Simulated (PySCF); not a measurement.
Vertical excitations of a molecule C₂H₇GaO from TDDFT-ωB97X/def2-SVPD in PySCF, as energy in eV (oscillator strength): 5.87 (0.006), 6.43 (0.065), 6.43 (0.001), 7.20 (0.011), 7.51 (0.061), 8.05 (0.256), 8.28 (0.015), 8.30 (0.025), 8.38 (0.215), 8.72 (0.002). Lowest triplet (TDA): 5.63 eV. Geometry optimised at B3LYP-D3(BJ)/def2-SVP. One conformer was computed; it need not be the lowest.

**Question.** Which structure fits?
A) [CH3][Ga]([CH3])[OH]
B) CC[O][GaH2]
C) C[O][GaH][CH3]

**Answer.** C, C[O][GaH][CH3]
